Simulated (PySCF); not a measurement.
**C: excitation energy**

C [He] 2s2 2p2 (3P) → C [He] 2s1 2p3 (5S), as a difference of total energies. All numbers are calculated (PySCF 2.14, the spin-free X2C one-electron Hamiltonian (Gaussian nucleus), in dyall-acv3z). Correlated levels: valence and next inner shell: nothing frozen; virtual orbitals above 40 to 60 times the deepest correlated orbital energy dropped. The calculations carry no spin-orbit coupling.

Q: Order these methods by the excitation energy they give, lowest first.
A. UHF
B. CCSD (valence and next inner shell)
C. MP2 (valence and next inner shell)
D. CCSD(T) (valence and next inner shell)

A: A (2.582 eV), C (3.739 eV), B (4.070 eV), D (4.126 eV).

Errors of the correlated levels include the incompleteness of this basis.

For comparison: 4.179 eV (measured; NIST levels, between the centres of gravity of the two terms).
